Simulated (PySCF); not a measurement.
A side-by-side comparison of computed properties.

First species: C3H8BrGeN.
Numbering: `[NH2:1][Ge:2]1([Br:3])[CH2:4][CH2:5][CH2:6]1` (hydrogens: H7, H8 on N1; H9, H10 on C4; H11, H12 on C5; H13, H14 on C6)

Second species: C3H8BrGeN.
SMILES: `C=CC[NH][GeH2][Br]`

Levels: wB97X-D/def2-SVPD for dipole moment, HOMO energy, LUMO energy, HOMO–LUMO gap, static isotropic polarisability and electronic spatial extent ⟨r²⟩ about the centre of nuclear charge; TDDFT wB97X-D/def2-SVPD for lowest singlet excitation; TDA wB97X-D/def2-SVPD for lowest triplet excitation (Tamm–Dancoff); ΔSCF wB97X-D/def2-SVPD for vertical ionisation energy; PBE0-D3(BJ)/def2-SVP for rotational constant A and rotational constant C. Geometries: PBE0-D3(BJ)/def2-SVP. Each structure is a single optimised conformer of the isolated species, non-relativistic unless stated. Electronic properties by PySCF.

Dipoles, sizes and rotational constants follow the conformer. The torsions of the flexible species, by atom-mapped SMILES:
- `[NH2:1][Ge:2]1([Br:3])[CH2:4][CH2:5][CH2:6]1`: H–N1–Ge2–Br3 173°, H–N1–Ge2–Br3 45°
- `[CH2:1]=[CH:2][CH2:3][NH:4][GeH2:5][Br:6]`: C1–C2–C3–N4 -2°, C2–C3–N4–Ge5 -104°, C3–N4–Ge5–Br6 -64°

(1) Which has the higher ⟨r²⟩?

(2) Which of the two has the higher static isotropic polarisability, and by how much?

(3) Which has the higher T1 energy?

(4) Which of the two has the higher rotational constant A, and by how much?

(5) Which has the higher vertical ionisation energy?

(6) Which has the higher LUMO energy?

(7) Which of the two has the higher dipole moment, and by how much?

(8) Which of the two has the higher HOMO–LUMO gap, and by how much?

Answers

(1) The second: 1777 bohr² against 1306 bohr², a difference of 471 bohr².

(2) The second: 97.0 au against 94.0 au, a difference of 3.0 au.

(3) The first: 5.75 eV against 4.55 eV, a difference of 1.20 eV.

(4) The second: 3.501 GHz against 2.941 GHz, a difference of 0.560 GHz.

(5) The first: 9.24 eV against 9.16 eV, a difference of 0.08 eV.

(6) The first: 1.46 eV against 1.25 eV, a difference of 0.21 eV.

(7) The first: 2.96 D against 2.11 D, a difference of 0.85 D.

(8) The first: 10.58 eV against 10.35 eV, a difference of 0.23 eV.

On the first: No computed singlet falls in the visible range (750 to 380 nm, 1.65 to 3.26 eV); S1 lies 3.00 eV above its blue end. The principal polarisabilities are 81.6, 87.9 and 112.4 au; their mean is the isotropic value. Relativistic effects, spin–orbit coupling among them, are left out although an element past zinc is present.

On the second: The principal polarisabilities are 78.4, 93.1 and 119.6 au; their mean is the isotropic value. The ΔSCF ionisation energy exceeds −ε(HOMO) by 0.06 eV with wB97X-D. Relativistic effects, spin–orbit coupling among them, are left out although an element past zinc is present.
